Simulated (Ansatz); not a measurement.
Species: sum formula WO$_{2}$H$_{2}$, charge 0, multiplicity 3. The spin state was set by rule; other spins were not relaxed. SMILES: [OH][W][OH]
Structure (B3LYP-D3(BJ)/def2-TZVP (Ansatz, a quantum-chemistry and plane-wave program) minimum search):
```xyz
5

W     -0.0002     0.0001    -0.0002
O      1.3301     0.2506    -1.2372
H      2.0248     0.3799    -1.8799
O     -1.3286    -0.2515     1.2386
H     -2.0188    -0.3836     1.8856
```
Charge 0, spin multiplicity 3.

Property: vertical ionisation energy (to the quartet state of charge +1; each state is the SCF solution reached for its spin), in eV. Valence correlation only, unless marked. Open shells are spin-unrestricted. Spin-orbit coupling is left out. Frozen are the shells of the preceding noble gas and the d and f shells that filled before the atom's block. In def2 rows, elements after Kr have scalar-relativistic effective core potentials. Basis-set limits of correlation are two-point, X^-3; Hartree-Fock from the larger set. The bracket is a focal-point correction in the basis named.

```tsv
level	program	vertical ionisation energy (eV)
SVWN5/def2-TZVPD	Ansatz	7.16
r2SCAN/def2-TZVPD	Ansatz	6.42
B3LYP/def2-TZVPD	Ansatz	(withheld)
PBE0/def2-TZVPD	Ansatz	6.70
BHLYP/def2-TZVPD	Ansatz	(withheld)
CAM-B3LYP/def2-TZVPD	Ansatz	7.06
wB97X-V/def2-TZVPD	Ansatz	(withheld)
B2PLYP/def2-TZVPD	Ansatz	6.81
SCS-MP2/def2-SVPD	Ansatz	6.63
SCS-MP2/def2-TZVPPD	Ansatz	6.84
CCSD/def2-SVPD	Ansatz	(withheld)
CCSD/def2-TZVPPD	Ansatz	6.70
RI-MP2/CBS(def2-TZVPPD,def2-QZVPPD)+[CCSD(T)-MP2]/def2-TZVPPD	Ansatz	6.85
```

Question: Fill in the missing entries.

Answer: 
- B3LYP/def2-TZVPD, vertical ionisation energy (eV): 7.04
- BHLYP/def2-TZVPD, vertical ionisation energy (eV): 6.87
- wB97X-V/def2-TZVPD, vertical ionisation energy (eV): 7.03
- CCSD/def2-SVPD, vertical ionisation energy (eV): 6.61
